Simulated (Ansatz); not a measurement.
FHTe (SMILES F[TeH]) moved off its minimum; all values from Ansatz (a first-principles code), cores frozen in correlated methods. Elements past Kr take the def2 small-core potentials, without spin–orbit coupling.
(charge 0, multiplicity 1)
```xyz
3

Te     0.3316    -0.0781     0.0570
H      1.2779    -0.3084    -0.9811
F     -1.2693     0.3785    -0.9760
```

Give the forces (eV/Å), the total energy and the dipole at CCSD(T)/def2-TZVPPD.


```tsv
atom	Fx	Fy	Fz
Te1	-5.254	1.285	5.486
H2	4.361	-1.042	-5.587
F3	0.893	-0.243	0.101
```
Energy -367.4454 hartree, dipole 2.44 D.
